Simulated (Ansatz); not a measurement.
Consider the ligand exchange at the Si–C bond: `N=C(Cl)[SiH2]O` + `S[SiH](Cl)Cl` → `O[SiH2]S[SiH](Cl)Cl` + `N=CCl`.

Computed with Ansatz on PBE0-D4/def2-TZVP structures; ΔE is electronic, products minus reactants. CCSD(T)/CBS adds triple-zeta CCSD(T) − MP2 to the extrapolated MP2 energy (def2 sets, frozen cores). This one scheme is used for every species. DFT in def2-TZVPP. B3LYP here is the variant with VWN-RPA as its local correlation; programs differ in this. One conformer a species, not always the lowest.

| level | ΔE (kJ/mol) | difference from CCSD(T)/CBS |
| --- | --- | --- |
| PBE-D4 | -61.1 | 0.3 |
| r2SCAN-D4 | -60.4 | 1.0 |
| B3LYP-D4 | -58.8 | 2.6 |
| ωB97X-V | -61.3 | 0.1 |
| ωB97M-V | -62.1 | -0.7 |
| B2PLYP | -55.9 | 5.5 |
| PBE | -56.9 | 4.5 |
| PBE0 | -61.1 | 0.3 |
| B3LYP | -52.0 | 9.4 |
| HF/def2-TZVPP | -56.6 | 4.8 |
| MP2/def2-TZVPP | -63.7 | -2.3 |
| CCSD/def2-TZVPP | -57.9 | 3.5 |
| HF/def2-QZVPP | -57.0 | 4.4 |
| SCS-MP2/def2-QZVPP | -61.7 | -0.3 |
| MP2/CBS(def2) | -66.8 | -5.4 |
| CCSD/CBS(def2) | -61.0 | 0.4 |
| CCSD(T)/CBS | -61.4 | 0 |

Largest T1 diagnostic among the species: 0.013.

The D4 term adds −6.8 kJ/mol with B3LYP and −3.9 kJ/mol with PBE0; it sums over pairs of atoms, weighted by their polarisabilities, and B3LYP, whose exchange is more repulsive, gets the larger term. From PBE to PBE0 (25 % exact exchange), in def2-TZVPP and without D4, ΔE moves by −4.2 kJ/mol.

CCSD(T)/CBS has its own doubt, a few kJ/mol and more with outer-core shells, so smaller differences from it don't rank the levels.
